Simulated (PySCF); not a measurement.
# What builds the third ionisation energy along the 4p block

All values are computed (PySCF 2.14, energy differences of UHF-based or UKS calculations, no spin-orbit coupling). Each column adds one step, in eV (sums use unrounded values): valence MP2, valence CCSD, valence triples, then the next inner shell at CCSD(T) (Ge 3s 3p 3d, As 3s 3p 3d, Se 3s 3p 3d, Br 3s 3p 3d, Kr 3s 3p 3d). References (NIST) marked * lie between the lowest fine-structure levels; the others compare directly ((s) semi-empirical, (t) theoretical).

```tsv
element	UHF	+ MP2	+ CCSD	+ (T)	+ inner shell	sum	reference
Ge [Ar] 3d10 4s2 → [Ar] 3d10 4s1 (def2-TZVPPD, non-relativistic)	31.715	0.788	0.306	0.000	0.344	33.152	34.058
As [Ar] 3d10 4s2 4p1 → [Ar] 3d10 4s2 (def2-TZVPPD, non-relativistic)	27.422	0.259	0.080	0.021	0.094	27.876	28.349 ± 0.012 *
Se [Ar] 3d10 4s2 4p2 → [Ar] 3d10 4s2 4p1 (def2-TZVPPD, non-relativistic)	30.949	0.392	0.031	0.023	0.054	31.450	31.697 ± 0.019 *
Kr [Ar] 3d10 4s2 4p4 → [Ar] 3d10 4s2 4p3 (def2-TZVPPD, non-relativistic)	34.294	0.695	0.119	0.022	0.036	35.165	35.838 ± 0.02 *
```

Q: Estimate the missing row, Br [Ar] 3d10 4s2 4p3 → [Ar] 3d10 4s2 4p2 (def2-TZVPPD, non-relativistic).

A: The calculation gives UHF 34.588; + MP2 0.524; + CCSD -0.042; + (T) 0.026; + inner shell 0.039; sum 35.136. The reference value is 34.871 ± 0.019 *.

What remains against the references is mostly basis incompleteness and, for starred values, spin-orbit coupling.

These are valence bases, so the inner-shell step is incomplete.
